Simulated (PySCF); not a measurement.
Species: C4H7ClSi.
Geometry (PBE0-D3(BJ)/def2-SVP, Å), atoms numbered from 1 in this order:
```
atom  x, y, z in Å
C1     1.554   -1.167   -1.233
C2     0.555   -1.753   -0.876
C3    -0.663   -2.450   -0.496
Si4   -2.165   -1.274   -0.724
C5    -0.792   -3.747   -1.294
Cl6   -2.300   -4.617   -0.888
H7     2.442   -0.646   -1.540
H8    -0.621   -2.699    0.580
H9    -1.762    0.081   -0.249
H10   -3.340   -1.742    0.065
H11   -2.504   -1.222   -2.177
H12    0.044   -4.428   -1.084
H13   -0.814   -3.541   -2.373
```

Level of theory: PBE0-D3(BJ)/def2-SVP geometry optimisation, gas phase (PySCF 2.14.0).

Masses are those of the commonest isotopes; rigid-rotor values at the optimised geometry. The values belong to one conformer with, in the numbering `[CH:1]#[C:2][C@@H:3]([SiH3:4])[CH2:5][Cl:6]`, C2–C3–C5–Cl6 -179°.

Q: What are A, B and C (MHz)?

A: Ia = 151.10, Ib = 354.67, Ic = 483.81 u·Å²; 505379 MHz·u·Å²/I gives A = 3345, B = 1425, C = 1045 MHz.

Q: What kind of rotor is it?

A: An asymmetric top; Ray's κ = -0.669.

Q: Is it planar, by Δ = Ic − Ia − Ib?

A: Not planar: Δ = Ic − Ia − Ib = -21.96 u·Å². For a rigid frame Δ = −2 Σ m c², so Σ m c² = 10.98 u·Å² lies off the ab plane: 7.25 from hydrogen and 3.73 from heavier atoms. The atom farthest from that plane is 1.56 Å away.

Q: Where do the levels up to J = 5 lie, in K?

A: Above 0(0,0), as E/k:
J = 1: 1(0,1) 0.119, 1(1,1) 0.211, 1(1,0) 0.229
J = 2: 2(0,2) 0.353, 2(1,2) 0.429, 2(1,1) 0.484, 2(2,1) 0.761, 2(2,0) 0.763
J = 3: 3(0,3) 0.699, 3(1,3) 0.756, 3(1,2) 0.865, 3(2,2) 1.116, 3(2,1) 1.128, 3(3,1) 1.624, 3(3,0) 1.624
J = 4: 4(0,4) 1.151, 4(1,4) 1.189, 4(1,3) 1.370, 4(2,3) 1.588, 4(2,2) 1.623, 4(3,2) 2.102, 4(3,1) 2.104, 4(4,1) 2.807, 4(4,0) 2.807
J = 5: 5(0,5) 1.704, 5(1,5) 1.728, 5(1,4) 1.996, 5(2,4) 2.175, 5(2,3) 2.249, 5(3,3) 2.701, 5(3,2) 2.707, 5(4,2) 3.405, 5(4,1) 3.405, 5(5,1) 4.312, 5(5,0) 4.312
Those of J = 1 are B + C, A + C and A + B.

Q: Which types of transition are allowed, and where do some lines up to J = 5 fall?

A: The dipole components are |μa| = 1.06 D, |μb| = 0.68 D, |μc| = 0.05 D. The squared components, which scale the intensities, stand as 1.00 : 0.41 : 0.00 (a : b : c). Some of the stronger lines:

```csv
type,branch,"J(Ka,Kc)",MHz,lower level (cm⁻¹)
a,Q,"4(2,2) ← 4(2,3)",713,1.104
a,Q,"2(1,1) ← 2(1,2)",1141,0.298
b,R,"2(0,2) ← 1(1,1)",2968,0.146
b,Q,"4(1,3) ← 4(0,4)",4575,0.800
b,Q,"3(2,1) ← 3(1,2)",5473,0.602
b,R,"3(0,3) ← 2(1,2)",5619,0.298
a,R,"3(2,1) ← 2(2,0)",7607,0.530
b,R,"3(1,3) ← 2(0,2)",8398,0.245
b,Q,"5(2,4) ← 5(1,5)",9333,1.201
a,R,"4(3,1) ← 3(3,0)",9994,1.129
b,R,"4(1,4) ← 3(0,3)",10215,0.486
a,R,"5(3,2) ← 4(3,1)",12570,1.462
b,R,"4(2,2) ← 3(1,3)",18052,0.526
b,R,"5(3,3) ← 4(2,2)",22479,1.128
```

Q: Estimate the classical rotational partition function at 100 K, 200 K and 500 K.

A: Point group C1, symmetry number σ = 1; q = (√π/σ)·√((kT/h)³/(ABC)), k/h = 20836.6 MHz/K: 75600 at 100 K, 214000 at 200 K, 845000 at 500 K.

No PBE0-D3(BJ)/def2-SVP frequencies stand behind this structure, so it isn't proved a minimum. These are rigid-rotor constants of the computed structure; measured ground-state constants (B0) also hold zero-point vibration. A rigid rotor knows nothing of internal rotation, which can split or shift real lines. Quadrupole hyperfine structure (35Cl) is left out.

On one thread of an Intel Xeon 6975P-C, shared host with 64 logical CPUs at a one-minute load of 35, this took 23 s and 0.51 GiB of memory at its peak. That covers the optimisation of the geometry.
